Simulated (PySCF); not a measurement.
CF3, SMILES F[C](F)F (connectivity only; charge and spin as stated), charge +1, multiplicity 1.

Geometry: TPSSh-D3(BJ)/def2-TZVP. The spin state was assumed, not searched. The isomer is the one that the SMILES or the coordinates give; other isomers of the formula were not compared.

Two levels are set side by side: TDDFT-PBE/def2-SVPD (PySCF) and TDDFT-PBE0/def2-SVPD (PySCF). Vertical, same geometry. The lowest singlet is HOMO→LUMO 100 % with PBE and HOMO→LUMO 100 % with the other functional; states are paired by order. Differences are taken from unrounded values.

```
quantity                               TDDFT-PBE0
-------------------------------------  ----------
lowest singlet excitation (eV)               8.59
lowest triplet excitation (TDA) (eV)         8.24
first bright state (f over 0.05) (eV)       11.09
its oscillator strength                      0.13
```

Question: What does TDDFT-PBE give, and how far is it from TDDFT-PBE0? (Estimate from the structure and the level; the computed values follow.)

Answer: 
```json
[
 {"quantity": "lowest singlet excitation (eV)", "TDDFT-PBE": "7.78", "TDDFT-PBE minus TDDFT-PBE0": "-0.81"},
 {"quantity": "lowest triplet excitation (TDA) (eV)", "TDDFT-PBE": "7.41", "TDDFT-PBE minus TDDFT-PBE0": "-0.82"},
 {"quantity": "first bright state (f over 0.05) (eV)", "TDDFT-PBE": "10.47", "TDDFT-PBE minus TDDFT-PBE0": "-0.62"},
 {"quantity": "its oscillator strength", "TDDFT-PBE": "0.13", "TDDFT-PBE minus TDDFT-PBE0": "-0.01"}
]
```

A lower first singlet is the usual sign of a functional without exact exchange. Differences between two approximate levels are no errors against the true value.

Rough cost on one machine, each run with all the roots and properties that it gave: TDDFT-PBE0 against TDDFT-PBE about 2 times.
